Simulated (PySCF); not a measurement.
Calculated NMR parameters of CO[C@@]1(C(=O)F)C[C@]1(F)C(F)(F)F

```
Formula                               : C6H5F5O2
SMILES                                : CO[C@@]1(C(=O)F)C[C@]1(F)C(F)(F)F
InChI                                 : InChI=1S/C6H5F5O2/c1-13-4(3(7)12)2-5(4,8)6(9,10)11/h2H2,1H3/t4-,5-/m1/s1
Point group of the computed structure : C1
Degrees of unsaturation               : 2
Carbon signals                        : 6
Proton signals                        : 3
```

Molfile (atoms numbered from 1):
```
C6H5F5O2
     RDKit          3D

 18 18  0  0  0  0  0  0  0  0999 V2000
    1.9974    0.9067    0.6882 C   0  0  0  0  0  0  0  0  0  0  0  0
    1.2949   -0.3303    0.7986 O   0  0  0  0  0  0  0  0  0  0  0  0
    0.3595   -0.5862   -0.1776 C   0  0  1  0  0  0  0  0  0  0  0  0
    0.9114   -0.8628   -1.5356 C   0  0  0  0  0  0  0  0  0  0  0  0
    2.0040   -0.6892   -1.9378 O   0  0  0  0  0  0  0  0  0  0  0  0
   -0.0319   -1.4186   -2.3469 F   0  0  0  0  0  0  0  0  0  0  0  0
   -0.8897   -1.3183    0.2733 C   0  0  0  0  0  0  0  0  0  0  0  0
   -1.0010    0.1298   -0.0564 C   0  0  1  0  0  0  0  0  0  0  0  0
   -1.1089    0.9967    0.9831 F   0  0  0  0  0  0  0  0  0  0  0  0
   -1.7707    0.6553   -1.2613 C   0  0  0  0  0  0  0  0  0  0  0  0
   -2.6401    1.5934   -0.8941 F   0  0  0  0  0  0  0  0  0  0  0  0
   -0.9615    1.2084   -2.1774 F   0  0  0  0  0  0  0  0  0  0  0  0
   -2.4622   -0.3061   -1.8772 F   0  0  0  0  0  0  0  0  0  0  0  0
    1.3084    1.7543    0.7017 H   0  0  0  0  0  0  0  0  0  0  0  0
    2.6081    0.9361   -0.2153 H   0  0  0  0  0  0  0  0  0  0  0  0
    2.6366    0.9428    1.5667 H   0  0  0  0  0  0  0  0  0  0  0  0
   -1.3399   -2.0359   -0.3959 H   0  0  0  0  0  0  0  0  0  0  0  0
   -0.9231   -1.5697    1.3230 H   0  0  0  0  0  0  0  0  0  0  0  0
  1  2  1  0
  3  2  1  1
  3  4  1  0
  4  5  2  0
  4  6  1  0
  3  7  1  0
  7  8  1  0
  8  9  1  1
  8 10  1  0
 10 11  1  0
 10 12  1  0
 10 13  1  0
  8  3  1  0
  1 14  1  0
  1 15  1  0
  1 16  1  0
  7 17  1  0
  7 18  1  0
M  END
```

Calculated, not measured (PySCF): shielding tensors at PBE0/pcSseg-1 (GIAO), coordinates at the GFN2-xTB level. Non-relativistic, fast rotation and ring inversion assumed for equivalent nuclei, gas phase, one computed conformer.

δ = σ(ref) − σ, references computed at the same level: 1H, 13C vs TMS; 19F vs CFCl3; H2O for 17O.

| carbon | δC, type | δH (multiplicity) | HMBC from (2–3 bonds) | span of the C tensor (ppm) |
| --- | --- | --- | --- | --- |
| C1 | 60.0, CH3 | 4.07 (s) | – | 92 |
| C3 | 65.2, C | – | H14/H15/H16, H17, H18 | 110 |
| C4 | 167.5, C | – | H17, H18 | 230 |
| C7 | 29.7, CH2 | H17 2.40 (m); H18 2.01 (m) | – | 46 |
| C8 | 89.4, C | – | H17, H18 | 97 |
| C10 | 131.3, C | – | H17, H18 | 14 |

Other nuclei:
```tsv
atoms	nucleus	environment	δ (ppm)	σ (ppm)
F6	19F	fluorine bonded to C	38.4	132.5
F11/F12/F13	19F	fluorine of a CF3 group	-79.3	250.2
F9	19F	fluorine on an sp3 carbon	-222.6	393.6
O5	17O	carbonyl oxygen	452.6	-116.6
O2	17O	ether oxygen	34.0	302.1
```

Carbon types of the structure: 4 × C, 1 × CH2, 1 × CH3, which accounts for all hydrogens. δC 167.5: carbonyl carbon. δC 131.3: CF3 carbon; 3 electronegative neighbours deshield it. δC 89.4, 65.2, 29.7: three-membered-ring carbon. δC 60.0: methyl carbon bonded to O; the inductive effect lowers its shielding. δH 4.07: hydrogen on a methyl carbon bonded to O; its carbon carries O, an electronegative neighbour.

Splittings by 19F in the carbon and heteronuclear signals aren't shown, as no couplings were computed. Shifts are as computed. Against solution values, carbons near 30 ppm lie about +3 ppm off and those near 130 ppm about +5 ppm. Of 1211 compounds with measured shifts, 218 miss one by over three times the rms of a fit or turn the order of signals round; such compounds aren't used in these exercises. Unscaled 19F shifts against computed CFCl3 carry errors that often reach 10 to 50 ppm. Unscaled 17O shifts of doubly bonded oxygen tend to come out too high, by tens of ppm or more. Experimental scales use liquid or dissolved standards, which lie at an offset from isolated H2O (liquid H2O: subtract about 36 ppm). Multiplicities follow the n + 1 count of equivalent neighbours, as no J values were calculated; m marks all less simple cases, F and P coupling included.
